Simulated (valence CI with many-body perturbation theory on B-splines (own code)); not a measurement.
Hf³²⁺: what the settings do

Computed by configuration interaction combined with many-body perturbation theory (CI+MBPT): four valence electrons over a frozen Dirac-Fock core [Kr], radial functions for each j: 6 s, 6 p, 5 d, 5 f, 1 g, with the one-electron correlation potential Σ1, the two-electron term Σ2, the three-electron term Σ3, Breit, model QED; selected CI, second order for the rest, scaled by the run's own slope (own B-spline code, finite nucleus).

No measured spectrum was set against this ion. As an estimate, large intervals hold to a few tenths of a per cent, small ones and those within an open d or f shell to about a per cent. Only levels of the ground parity were solved; by the run's estimate the other parity begins above the list, which can be wrong where configurations are misplaced.

The reference run has the lowest level (4d3/2^4) J=0 and an ionisation energy of 1312.92 eV. Its largest variational space holds 8798 state functions.

Levels are named by their leading jj configuration (3d3/2^4 stands for four electrons in 3d with j = 3/2), which in mixed levels can hold well under half, so a name can repeat and another be missing. Letters in brackets count levels of one name in rising energy.

Changed runs:
A. three-electron term on → off
B. box radius (bohr) 4.5251 → 3.05
C. QED terms on → off; Breit term on → off
D. cutoff of virtual states (hartree) 10368 → 72 (bad on purpose)

Excitation energies of the reference run in cm⁻¹, and shifts in cm⁻¹:

| Level | Reference | A | B | C | D |
| --- | --- | --- | --- | --- | --- |
| (4d3/2^3 4d5/2) J=1 | 96760 | -718 | 0 | +2328 | -131 |
| (4d3/2^3 4d5/2) J=2 | 134663 | -278 | +0.1 | +2951 | -124 |
| (4d3/2^3 4d5/2) J=4 | 135043 | +291 | +0.1 | +3172 | -85 |
| (4d3/2^3 4d5/2) J=3 | 146337 | +218 | +0.1 | +2972 | -100 |
| (4d3/2^2 4d5/2^2) J=0 [a] | 221682 | -48 | +0.1 | +4411 | -267 |
| (4d3/2^2 4d5/2^2) J=2 [a] | 228335 | -265 | +0.2 | +4390 | -227 |
| (4d3/2^2 4d5/2^2) J=4 [a] | 230681 | -417 | +0.1 | +5345 | -231 |
| (4d3/2^2 4d5/2^2) J=3 [a] | 235085 | -18 | +0.1 | +4897 | -219 |
| (4d3/2^2 4d5/2^2) J=5 | 249794 | +148 | +0.2 | +5690 | -189 |
| (4d3/2^2 4d5/2^2) J=1 | 258505 | +94 | +0.2 | +4820 | -242 |
| (4d3/2^2 4d5/2^2) J=6 | 260408 | +131 | +0.2 | +6278 | -171 |
| (4d3/2^2 4d5/2^2) J=3 [b] | 272590 | +752 | +0.3 | +5098 | -190 |
| Ionisation energy (eV) | 1312.92 | -0.038 | +0.00089 | +0.72 | -0.50 |
